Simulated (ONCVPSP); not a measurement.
An all-electron radial function and its pseudo partner (magnesium (Mg))

Columns: radius, all-electron u(r) and pseudo u(r) of the 2p shell (level -55.60 eV) of magnesium in the configuration [He] 2s2 2p6 3s1; PBEsol, scalar-relativistic, ONCV scheme, ONCVPSP 4.0.1.

```json
{"r (bohr)": "0.060", "all-electron": "0.1355", "pseudo": "0.0434"}
{"r (bohr)": "0.120", "all-electron": "0.3886", "pseudo": "0.1664"}
{"r (bohr)": "0.180", "all-electron": "0.6393", "pseudo": "0.3498"}
{"r (bohr)": "0.240", "all-electron": "0.8442", "pseudo": "0.5661"}
{"r (bohr)": "0.300", "all-electron": "0.9927", "pseudo": "0.7849"}
{"r (bohr)": "0.360", "all-electron": "1.0880", "pseudo": "0.9783"}
{"r (bohr)": "0.420", "all-electron": "1.1380", "pseudo": "1.1258"}
{"r (bohr)": "0.480", "all-electron": "1.1520", "pseudo": "1.2163"}
{"r (bohr)": "0.540", "all-electron": "1.1393", "pseudo": "1.2496"}
{"r (bohr)": "0.600", "all-electron": "1.1074", "pseudo": "1.2334"}
{"r (bohr)": "0.660", "all-electron": "1.0621", "pseudo": "1.1797"}
{"r (bohr)": "0.720", "all-electron": "1.0082", "pseudo": "1.1032"}
{"r (bohr)": "0.780", "all-electron": "0.9492", "pseudo": "1.0167"}
{"r (bohr)": "0.840", "all-electron": "0.8878", "pseudo": "0.9298"}
{"r (bohr)": "0.900", "all-electron": "0.8259", "pseudo": "0.8484"}
{"r (bohr)": "0.960", "all-electron": "0.7649", "pseudo": "0.7748"}
{"r (bohr)": "1.020", "all-electron": "0.7056", "pseudo": "0.7089"}
{"r (bohr)": "1.080", "all-electron": "0.6488", "pseudo": "0.6495"}
{"r (bohr)": "1.140", "all-electron": "0.5949", "pseudo": "0.5949"}
{"r (bohr)": "1.200", "all-electron": "0.5442", "pseudo": "0.5441"}
{"r (bohr)": "1.260", "all-electron": "0.4968", "pseudo": "0.4967"}
{"r (bohr)": "1.320", "all-electron": "0.4527", "pseudo": "0.4526"}
{"r (bohr)": "1.380", "all-electron": "0.4118", "pseudo": "0.4117"}
{"r (bohr)": "1.440", "all-electron": "0.3741", "pseudo": "0.3740"}
{"r (bohr)": "1.500", "all-electron": "0.3394", "pseudo": "0.3394"}
{"r (bohr)": "1.560", "all-electron": "0.3076", "pseudo": "0.3076"}
```

**Question.** How many radial nodes do the two functions have?

**Answer.** The all-electron 2p function has n − l − 1 = 0; the pseudo-wave has 0.

**Question.** At about which radius was the pseudo-wave matched?

**Answer.** 1.20 bohr, where the columns begin to agree (steps of 0.06 bohr).

**Question.** Where does each function peak?

**Answer.** Outermost all-electron maximum near 0.48 bohr, pseudo maximum near 0.54 bohr (to the table’s step).

**Question.** Is the pseudo-wave norm-conserving?

**Answer.** Yes: the ONCV scheme keeps the norm inside the radius equal to the all-electron one, which fixes the energy derivative of the logarithmic derivative at the level.
